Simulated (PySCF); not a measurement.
Working out the ionisation energy of C⁺

C⁺ [He] 2s2 2p1 (2P) → C²⁺ [He] 2s2 (1S). All numbers are calculated (PySCF 2.14, the spin-free X2C one-electron Hamiltonian (Gaussian nucleus), in x2c-TZVPall (5s3p2d1f, 31 functions)). Frozen: 1s2. Energies in hartree (1 hartree = 27.21139 eV):

```json
{"part": "UHF", "C⁺ (lower)": "-37.310662", "C²⁺ (upper)": "-36.422566"}
{"part": "CCSD correlation", "C⁺ (lower)": "-0.073872", "C²⁺ (upper)": "-0.072625"}
{"part": "(T)", "C⁺ (lower)": "-0.001135", "C²⁺ (upper)": "0.000000"}
```

**Question.** What does Hartree-Fock give?

**Answer.** (-36.422566) − (-37.310662) = 0.888096 hartree = 24.166 eV.

**Question.** What do CCSD and CCSD(T) give?

**Answer.** The CCSD correlation energies differ by 0.001247 hartree = 0.034 eV and the triples by 0.001135 hartree = 0.031 eV, so CCSD gives 24.200 eV and CCSD(T) 24.231 eV.

Measured between the centres of the two terms (NIST): 24.378 eV, so CCSD(T) (valence) is off by -0.147 eV.

The coupled-cluster amplitudes are large, so a single reference is strained.

What remains against the reference includes basis incompleteness, the frozen core and higher excitations.
